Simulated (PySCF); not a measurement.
Electron correlation in Al⁺ (aluminium, charge +1)

[Ne] 3p2, high-spin 3P determinant (an excited configuration). Calculation: PySCF 2.14, in ANO-RCC-VTZP; scalar relativity by spin-free X2C-1e. Frozen: [Ne]; 2 electrons correlated.

With two correlated electrons CCSD is exact within the correlated space (frozen core and kept virtual orbitals).

| level | correlation energy (mhartree) |
| --- | --- |
| CCSD | -9.33 |

Diagnostics: T1 = 0.00071, D1 = 0.0010, largest double amplitude 0.103.

Is a single reference adequate?

Mostly. T1 lies below 0.03, but a double amplitude of this size points to a near-degeneracy that CCSD handles and MP2 describes poorly.
